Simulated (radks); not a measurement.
The numbers below are computed, except where a source is named.
The nuclear charge of the ytterbium ion Yb+ is varied continuously with 69 electrons held in [Xe] 4f14 6s1. Level of theory: Dirac Kohn-Sham, PBEsol, spin-unpolarised, spherical densities, point nucleus (a radial shooting solver on a logarithmic mesh with Libxc functionals). By the Hellmann-Feynman theorem dE/dZ = E(electron-nucleus)/Z, the electronic potential at the nucleus.

Z     E (hartree)  E(electron-nucleus)/Z (hartree)   HOMO  e(HOMO) (eV)  <r> HOMO (bohr)
69.5  -13823.1732                         -493.583  4f7/2        -2.524           0.8578
70    -14071.3378                         -499.072  4f7/2        -9.212           0.7971
70.5  -14322.2444                         -504.554  6s1/2       -13.206            3.265
71    -14575.8933                         -510.042  6s1/2       -17.554            3.052

The central difference of E at Z = 70 is -499.071 hartree, to compare with the third column; the second derivative is -11 hartree. No converged solution with all levels bound was reached at Z = 69.
